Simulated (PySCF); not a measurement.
# Two-component Hartree-Fock for Re⁴⁹⁺ (rhenium, charge +49)

Start: [Ar] 3d8; 3d3/2 filled at m_j = -3/2, -1/2, +1/2, +3/2; 3d5/2 filled at m_j = -1/2, +1/2, +3/2, +5/2. Calculated with PySCF 2.14 in an uncontracted even-tempered set (15 s from 13 bohr⁻², ratio 2.8; 13 p from 16 bohr⁻², ratio 2.8; 8 d from 16 bohr⁻², ratio 2.8; 3 f from 60 bohr⁻², ratio 3): generalised Hartree-Fock with the X2C-1e Hamiltonian and a Gaussian nucleus; one run each with spin-orbit coupling (SO) switched off, then screened by Boettger's factors.

```json
{"spinor shell": "1s1/2", "electrons": "2", "ε, spin-free (eV)": "-74860.2", "ε, screened SO (eV)": "-74836.1", "weight of nominal j (screened SO)": "1.000", "rms radius, screened SO (bohr)": "0.0204"}
{"spinor shell": "2s1/2", "electrons": "2", "ε, spin-free (eV)": "-15360.2", "ε, screened SO (eV)": "-15351.9", "weight of nominal j (screened SO)": "1.000", "rms radius, screened SO (bohr)": "0.0821"}
{"spinor shell": "2p1/2", "electrons": "2", "ε, spin-free (eV)": "-13765.5", "ε, screened SO (eV)": "-14806.0", "weight of nominal j (screened SO)": "1.000", "rms radius, screened SO (bohr)": "0.0697"}
{"spinor shell": "2p3/2", "electrons": "4", "ε, spin-free (eV)": "-13765.5", "ε, screened SO (eV)": "-13343.7", "weight of nominal j (screened SO)": "1.000", "rms radius, screened SO (bohr)": "0.0771"}
{"spinor shell": "3s1/2", "electrons": "2", "ε, spin-free (eV)": "-5498.1", "ε, screened SO (eV)": "-5495.7", "weight of nominal j (screened SO)": "1.000", "rms radius, screened SO (bohr)": "0.205"}
{"spinor shell": "3p1/2", "electrons": "2", "ε, spin-free (eV)": "-5014.5", "ε, screened SO (eV)": "-5266.0", "weight of nominal j (screened SO)": "1.000", "rms radius, screened SO (bohr)": "0.196"}
{"spinor shell": "3p3/2", "electrons": "4", "ε, spin-free (eV)": "-5014.5", "ε, screened SO (eV)": "-4910.6", "weight of nominal j (screened SO)": "1.000", "rms radius, screened SO (bohr)": "0.210"}
{"spinor shell": "3d3/2", "electrons": "4", "ε, spin-free (eV)": "-4512.0", "ε, screened SO (eV)": "-4555.1", "weight of nominal j (screened SO)": "0.995", "rms radius, screened SO (bohr)": "0.182"}
{"spinor shell": "3d5/2", "electrons": "4", "ε, spin-free (eV)": "-4512.0", "ε, screened SO (eV)": "-4479.9", "weight of nominal j (screened SO)": "0.997", "rms radius, screened SO (bohr)": "0.186"}
```

| quantity | spin-free | screened SO |
| --- | --- | --- |
| E (hartree) | -14789.82651 | -14811.93716 |
| M_J | 4 | 4 |
| ⟨J²⟩ | 20.000 | 20.000 |
| ⟨L²⟩ | 12.000 | 13.138 |
| ⟨S²⟩ | 2.000 | 1.795 |

Each row is a mean over spinors that exchange with the open shell spreads, by up to 39.417 eV (3p3/2).

Breit and QED terms are absent; they matter most for the inner s and p1/2 levels.

Densities and radii are taken from the X2C orbitals without a picture-change correction, which distorts them close to the nucleus.

Without spin-orbit coupling the j labels of p, d and f shells carry no meaning; the spin-free column gives the mean over the occupied spinors of each nl shell.
